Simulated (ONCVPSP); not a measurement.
**What one change does to a pseudopotential (Pb (Z = 82), ONCV)**

| Property | Result |
| --- | --- |
| Element | Pb (Z = 82) |
| Generator | ONCVPSP 4.0.1 |
| Type | optimised norm-conserving Vanderbilt (ONCV) |
| Functional | LDA (Perdew-Wang 92) |
| Relativity | non-relativistic |
| Frozen core | [Xe] 4f14 |
| Valence charge | 14 |
| Reference configuration | 5d10 6s2 6p2 |
| Partial waves | 6s: rc 2.35 bohr, ncon 5, nbas 9, qcut 2.6 1/bohr, 2 projectors, debl 1.4 Ha; 6p: rc 3.00 bohr, ncon 4, nbas 7, qcut 2.2 1/bohr, 2 projectors, debl 2.1 Ha; 5d: rc 1.70 bohr, ncon 4, nbas 9, qcut 8.1 1/bohr, 2 projectors, debl 2.3 Ha |
| Local potential | polynomial inside 1.05 bohr (lpopt 5, dvloc0 0 Ha) |
| Core correction | polynomial model core, fcfact 0.2 |

Change: s: rc 3.3.

Cutoffs: the cutoffs (Ha) at which the residual kinetic energy of the hardest occupied pseudo-wave falls to 1 and 0.1 mHa per electron; they do not see the model core or the augmentation charge, which bear on the density cutoff. Errors are all-electron minus pseudo energies relative to the spin-unpolarised reference configuration.

Q: How do hardness, ghosts and transferability respond?

A: The potential gets softer (25 Ha and 34 Ha → 25 Ha and 29 Ha); both files keep a bound ghost (p, s); of the 4 tests that both files solve, the error grows in 1 and shrinks in 3 by more than 15 % and 0.3 meV (median size 32.2 → 30.9 meV). A larger radius leaves more room for a smooth pseudo-wave, so fewer plane waves are needed.

| quantity | base | changed |
| --- | --- | --- |
| cutoff, loose | 25 Ha | 25 Ha |
| cutoff, tight | 34 Ha | 29 Ha |
| loose cutoff by channel | s 13 Ha, p 3.9 Ha, d 25 Ha | s 3.6 Ha, p 3.9 Ha, d 25 Ha |
| bound ghosts | s, p | s, p |
| GHOST(+) flags under 300 eV | s at 48.2 eV | s at 32.6 eV |
| error for 5d10 6s2 6p1, meV [ΔE 6.93 eV] | -1.8 | -0.8 |
| error for 5d10 6s2 6p0, meV [ΔE 20.64 eV] | -16 | -8.1 |
| error for 5d10 6s1 6p0, meV [ΔE 49.56 eV] | -48 | -82 |
| error for 5d9 6s2 6p3, meV [ΔE 22.55 eV] | -106 | -54 |
| p: phases at 3.04 bohr within 0.05 rad from the reference energy up to (Ha; the scan ends near 5) | 3.6 | 3.6 |
| d: phases at 1.72 bohr within 0.05 rad from the reference energy up to (Ha; the scan ends near 5) | to the end of the scan | to the end of the scan |
| rms error of d²Exc/dni dnj with the model core, mHa | 1.42 | 1.56 |

 A true bound ghost makes a file unfit for plane-wave use even where its test errors are small: the radial tests pick states by their node count and pass the ghost by.
